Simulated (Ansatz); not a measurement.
SiW₂, relaxed as a singlet with RKS PBE0-D4/def2-TZVP in Ansatz, starting from the GFN1-xTB geometry. Force threshold 0.02 eV/Å.

In the def2 sets W takes a core potential; there is no spin–orbit coupling. The restricted singlet is unstable: a solution with broken spin symmetry lies lower. The relaxation made no stability test and no search for a lower SCF solution. The structure comes from a short search, and lower isomers may exist.

Start:

```tsv
atom	x (Å)	y (Å)	z (Å)
W1	0.752	0.296	1.208
W2	0.602	0.011	-1.323
Si3	-1.354	-0.308	0.114
```

Task: Estimate the energy that the relaxation releases and the steps that it takes.

Result: 2.72 eV, in 6 steps; 8.5 s on 4 threads of Intel Xeon 6975P-C on a shared host. No frequencies were taken in this run, so the end may be a saddle point.

Task: Does the start keep its bonding and symmetry?

Result: By distances, no bond broke or formed. The bond that changes most is W1–W2, from 2.55 to 2.08 Å (atoms count from 1). Point group C2v at the start, C2v at the end, both within 0.05 Å.

Task: Predict the relaxed structure.

Result: 
```xyz
3

W     0.758    0.275    0.974
W     0.638    0.043   -1.091
Si   -1.396   -0.317    0.117
```
Bond lengths (bridged metal pairs left out): 2 × Si–W 2.39 Å; 1 × W–W 2.08 Å.
